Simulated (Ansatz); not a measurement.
Gas-phase electronic energies from Ansatz, PBE0-D4/def2-TZVP geometries. CCSD(T)/CBS is the MP2 limit (def2-TZVPP, def2-QZVPP) plus CCSD(T) − MP2 in def2-TZVPP, frozen cores. This one scheme is used for every species. Functionals use def2-TZVPP. HSE06 is defined as in plane-wave codes. One conformer a species, not always the lowest.

Consider the silylene formation by 1,1-elimination: `[SiH3]N([SiH3])[SiH2]Cl` → `[SiH3]N[SiH3]` + `[SiH]Cl`.

CCSD(T)/CBS gives +270.9 kJ/mol.

(1) Another level gave +259.2 kJ/mol. Which?
A. HF/def2-TZVPP
B. BHLYP-D4/def2-TZVPP
C. RPA@PBE/def2-TZVPP
D. HSE06/def2-TZVPP

(2) What do rigid-rotor, harmonic-oscillator terms from PBE0-D4/def2-TZVP frequencies (298.15 K, 1 bar) make of the CCSD(T)/CBS value? (An estimate is asked.)

Largest T1 diagnostic among the species: 0.013.

Answers

(1) D. HSE06 259.2, HF/def2-TZVPP 252.2, BHLYP-D4 279.3, RPA@PBE/def2-TZVPP 248.1 kJ/mol.

(2) The calculation gave: ΔZPE = -7.1 kJ/mol, ΔH = +266.9 kJ/mol, ΔS = 179 J/(mol·K), ΔG = +213.4 kJ/mol. Modes under 50 cm⁻¹ make the entropy rough.

Leaving LDA and LC-ωPBE aside and taking each functional with its dispersion term where it has one, the values, not all of them listed here, spread over 42.1 kJ/mol, from BLYP-D4 to r2SCAN0-D4. LDA lies +40.0 kJ/mol from PBE without D4. In def2-TZVPP, CCSD(T) changes the Hartree–Fock value by +13.4 kJ/mol (the triples alone add +3.6 kJ/mol) and MP2 by +34.9 kJ/mol. From BLYP to BHLYP (50 % exact exchange), in def2-TZVPP and without D4, ΔE moves by +42.7 kJ/mol.

CCSD(T)/CBS has its own doubt, a few kJ/mol and more with outer-core shells, so smaller differences from it don't rank the levels.
